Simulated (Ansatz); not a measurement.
Reaction (substitution at a C–Ga bond): `[CH3][Ga]([Cl])[C]#N` + `[CH3][AlH][SH]` → `[CH3][AlH][S]C` + `N#[C][GaH][Cl]`

Isolated molecules relaxed with PBE0-D4/def2-TZVP in Ansatz; ΔE leaves out vibrations. CCSD(T)/CBS adds triple-zeta CCSD(T) − MP2 to the extrapolated MP2 energy (def2 sets, frozen cores). This one scheme is used for every species. Functionals use def2-TZVPP. For Ga outer-core shells are correlated without core-valence functions, which leaves a few kJ/mol of doubt a bond. Scalar relativity is left out up to krypton. One conformer a species, not always the lowest.

Q: Is it downhill or uphill in electronic energy at CCSD(T)/CBS, and by how much? (Best estimate.)

A: The calculation gave: Uphill: ΔE = +71.4 kJ/mol.

Q: What do these levels give: PBE-D4, revPBE-D4, r2SCAN-D4, B97M-V, BHLYP-D4, PBE0, CAM-B3LYP, MP2/def2-SVP, CCSD/def2-SVP, MP2/def2-TZVPP, SCS-MP2/def2-TZVPP, MP2/def2-QZVPP? (Estimate.)

A: Ansatz gave: PBE-D4 64.6, revPBE-D4 60.5, r2SCAN-D4 68.3, B97M-V 61.9, BHLYP-D4 67.1, PBE0 67.7, CAM-B3LYP 68.7, MP2/def2-SVP 71.8, CCSD/def2-SVP 69.3, MP2/def2-TZVPP 73.7, SCS-MP2/def2-TZVPP 70.1, MP2/def2-QZVPP 73.3 kJ/mol.

Largest T1 diagnostic among the species: 0.013.

In def2-TZVPP, CCSD(T) changes the Hartree–Fock value by +5.2 kJ/mol (the triples alone add −0.8 kJ/mol) and MP2 by +7.3 kJ/mol. At CCSD(T), def2-SVP lies −3.0 kJ/mol from the extrapolated value and def2-TZVPP +0.2 kJ/mol. Leaving LDA and LC-ωPBE aside and taking each functional with its dispersion term where it has one, the values, not all of them listed here, spread over 9.4 kJ/mol, from revPBE-D4 to PBE-QIDH.
